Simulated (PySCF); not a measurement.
Lowest empty level (eV) of eight silicon and germanium compounds: PBE beside ωB97X, computed with PySCF for isolated molecules in the bases named; differences from unrounded values. The eight are the first of their class met in an unordered collection, after screening for sound electronic states; none was chosen by its value. Each molecule has one DFT geometry for both levels.

```csv
molecule,basis,ωB97X,PBE,difference
"1-aminosilyl-2-silylethyne (C₂H₇NSi₂), SMILES C(#C[SiH2]N)[SiH3]",def2-TZVP,1.35,-1.60,-2.95
"N,N-disilylmethanamine (CH₉NSi₂), SMILES CN([SiH3])[SiH3]",def2-TZVP,2.06,-0.79,-2.84
"Si(OH)3(PH2) (H5O3PSi), SMILES O[Si](O)(O)P",def2-TZVP,2.34,-0.53,-2.86
"C₃H₉FSi₂, SMILES F[C@]1([SiH3])C[C@H]1[SiH3]",def2-TZVP,2.33,-0.46,-2.79
"C3H11NSi2, SMILES [SiH3][C@@H]1CCN1[SiH3]",def2-TZVP,2.25,-0.54,-2.80
"C₂H₇Cl₂NSi, SMILES C[C@H](N)[SiH](Cl)Cl",def2-TZVP,2.31,-0.76,-3.07
"Si(F)2(OMe)(SH) (CH₄F₂OSSi), SMILES F[Si](S)(F)OC",def2-TZVP,2.13,-0.96,-3.09
"C2H9NOSi2, SMILES CN1C[Si@@H](O)[SiH2]1",def2-TZVP,1.84,-1.01,-2.86
```

PBE lies below ωB97X in 8 and above it in 0 of the eight; the mean signed difference is -2.91 and the largest -3.09 eV.
